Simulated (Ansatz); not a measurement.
Cost and result for the atomization energy of CH$_{6}$O$_{2}$SiSn (`O[C@H]1[SiH2][Sn@H]1[OH]`) (11 atoms, 11 bonds).

```xyz
11

O     0.834    1.808    0.796
C     0.020    0.677    0.839
Si   -1.437    0.504   -0.351
Sn    0.164   -1.380   -0.037
O     1.386   -1.767   -1.534
H     1.608    1.653    1.343
H    -0.319    0.415    1.855
H    -1.094    1.083   -1.677
H    -2.837    0.851    0.022
H     0.363   -2.721    0.987
H     1.312   -1.122   -2.243
```

The species carries charge 0 and has multiplicity 1. Correlated methods include outer-core shells of Sn, which these sets cover unevenly. Sn: def2 effective core potential. Geometry: relaxed with PBE0-D4/def2-TZVP. It is one conformer, not always the lowest. Program: Ansatz. All runs use 4 threads of an Arm Neoverse V1 on a shared host. Times are those of one run each, without the atoms' runs, and a repeat can differ threefold. Electronic energies, without spin–orbit coupling; frozen cores. CCSD(T)/CBS adds CCSD(T) − MP2 in def2-TZVPP to the MP2 limit, and its time is that of the two runs behind it. T1 = 0.015. With those shells the extrapolation isn't a true limit. B3LYP takes the VWN-RPA correlation (the form of Gaussian; ORCA's B3LYP/G).

CCSD(T)/CBS is a level of theory with its own doubt, some kJ/mol a heavy atom from the limit and from the frozen cores, so smaller differences don't rank the functionals.

```json
{"level": "PBE-D4/def2-TZVPP (with forces)", "functions": "269", "wall time": "3.5 s", "atomization (kcal/mol)": "850.9", "difference from CCSD(T)/CBS": "10.4", "per bond": "0.9"}
{"level": "PBE0-D4/def2-TZVPP", "functions": "269", "wall time": "4.3 s", "atomization (kcal/mol)": "827.8", "difference from CCSD(T)/CBS": "-12.7", "per bond": "-1.2"}
{"level": "r2SCAN-D4/def2-TZVPP (with forces)", "functions": "269", "wall time": "7 s", "atomization (kcal/mol)": "835.7", "difference from CCSD(T)/CBS": "-4.8", "per bond": "-0.4"}
{"level": "B3LYP-D4/def2-TZVPP (with forces)", "functions": "269", "wall time": "7 s", "atomization (kcal/mol)": "827.7", "difference from CCSD(T)/CBS": "-12.8", "per bond": "-1.2"}
{"level": "B2PLYP/def2-TZVPP", "functions": "269", "wall time": "8.5 s", "atomization (kcal/mol)": "818.4", "difference from CCSD(T)/CBS": "-22.1", "per bond": "-2.0"}
{"level": "ωB97X-V/def2-TZVPP", "functions": "269", "wall time": "11 s", "atomization (kcal/mol)": "837.2", "difference from CCSD(T)/CBS": "-3.3", "per bond": "-0.3"}
{"level": "ωB97M-V/def2-TZVPP (with forces)", "functions": "269", "wall time": "17 s", "atomization (kcal/mol)": "832.6", "difference from CCSD(T)/CBS": "-7.9", "per bond": "-0.7"}
{"level": "MP2/def2-QZVPP", "functions": "503", "wall time": "30 s", "atomization (kcal/mol)": "840.2", "difference from CCSD(T)/CBS": "-0.3", "per bond": "0.0"}
{"level": "CCSD(T)/def2-TZVPP", "functions": "269", "wall time": "6.8 min", "atomization (kcal/mol)": "810.5", "difference from CCSD(T)/CBS": "-30.0", "per bond": "-2.7"}
{"level": "CCSD(T)/CBS(def2)", "functions": "–", "wall time": "7.3 min", "atomization (kcal/mol)": "840.5", "difference from CCSD(T)/CBS": "0.0", "per bond": "0.0"}
```

The D4 term adds +9.8 kcal/mol with B3LYP and +5.1 kcal/mol with PBE0; it sums over pairs of atoms, weighted by their polarisabilities, and B3LYP, whose exchange is more repulsive, gets the larger term. In def2-TZVPP, CCSD(T) changes the Hartree–Fock value by +261.0 kcal/mol (the triples alone add +17.5 kcal/mol) and MP2 by +272.8 kcal/mol; breaking electron pairs costs correlation energy, which Hartree–Fock lacks. From PBE to PBE0 (25 % exact exchange), in def2-TZVPP and without D4, the atomization energy moves by −22.3 kcal/mol: exact exchange takes away binding that semilocal exchange gives to molecules.

Spin–orbit coupling would lower the free Sn atoms strongly, and the atomization energy with them, by more than many differences here. For some Ge, Se and Sn compounds the MP2-based and the directly extrapolated limit differ by 10 to 25 kJ/mol.
